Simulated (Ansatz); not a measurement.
Computed with Ansatz on PBE0-D4/def2-TZVP structures; ΔE is electronic, products minus reactants. CCSD(T)/CBS adds triple-zeta CCSD(T) − MP2 to the extrapolated MP2 energy (def2 sets, frozen cores). DFT in def2-TZVPP. B3LYP here is the variant with VWN-RPA as its local correlation; programs differ in this. For Ge outer-core shells are correlated without core-valence functions, which leaves a few kJ/mol of doubt a bond. Scalar relativity is left out up to krypton. One conformer a species, not always the lowest.

Consider the ligand exchange at the Si–S bond: `FC(F)(F)S[SiH3]` + `[OH][GeH2][OH]` → `[OH][GeH2][O][SiH3]` + `FC(F)(F)S`.

```csv
level,ΔE (kJ/mol),difference from CCSD(T)/CBS
PBE-D4,-34.2,16.0
B3LYP-D4,-51.9,-1.7
B2PLYP,-54.4,-4.2
PBE0,-40.8,9.4
MP2/def2-TZVPP,-52.6,-2.4
CCSD(T)/def2-TZVPP,-54.4,-4.2
HF/def2-QZVPP,-73.8,-23.6
MP2/def2-QZVPP,-50.7,-0.5
SCS-MP2/def2-QZVPP,-56.3,-6.1
CCSD/CBS(def2),-53.7,-3.5
CCSD(T)/CBS,-50.2,0
```

Largest T1 diagnostic among the species: 0.012.

In def2-TZVPP, CCSD(T) changes the Hartree–Fock value by +17.9 kJ/mol (the triples alone add +3.5 kJ/mol) and MP2 by +19.7 kJ/mol. From PBE to PBE0 (25 % exact exchange), in def2-TZVPP and without D4, ΔE moves by −5.9 kJ/mol.

CCSD(T)/CBS has its own doubt, a few kJ/mol and more with outer-core shells, so smaller differences from it don't rank the levels.
